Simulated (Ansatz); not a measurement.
Stepwise reaction of `[OH][Ge]([OH])([F])[F]` with hydrogen, as a gas-phase model of exchange steps in deposition or etching. ΔE in kJ/mol.

Program: Ansatz. Geometries: PBE0-D4/def2-TZVP. ΔE: electronic, gas phase. CCSD(T)/CBS is the MP2 limit (def2-TZVPP, def2-QZVPP) plus CCSD(T) − MP2 in def2-TZVPP, frozen cores. This one scheme is used for every species. DFT in def2-TZVPP. B3LYP here is the variant with VWN-RPA as its local correlation; programs differ in this. For Ge outer-core shells are correlated without core-valence functions, which leaves a few kJ/mol of doubt a bond. Scalar relativity is left out up to krypton. One conformer a species, not always the lowest.

```
step                                                    reaction  PBE-D4  B3LYP-D4  ωB97M-V  CCSD(T)/CBS
   1  `[OH][Ge]([OH])([F])[F]` + H₂ → `[OH][GeH]([OH])[F]` + H–F    39.8      43.6     44.4         39.0
```

(1) Give the row of step 2, `[OH][GeH]([OH])[F]` + H₂ → `[OH][GeH2][OH]` + H–F. (An estimate is asked.)

(2) By hand: ΔE of the 2 steps together at CCSD(T)/CBS.

Answers

(1) Computed: 
```
step                                            reaction  PBE-D4  B3LYP-D4  ωB97M-V  CCSD(T)/CBS
   2  `[OH][GeH]([OH])[F]` + H₂ → `[OH][GeH2][OH]` + H–F    65.4      69.9     70.4         63.9
```

(2) (39.0) + (63.9) = 102.9 kJ/mol, or 51.5 kJ/mol a step.

In ΔE each step is higher than the one before. All are uphill at CCSD(T)/CBS. PBE-D4 differs from CCSD(T)/CBS by 0.8 to 1.5 kJ/mol a step. Isolated molecules leave out the surface, adducts and barriers. Largest T1 diagnostic: 0.012.
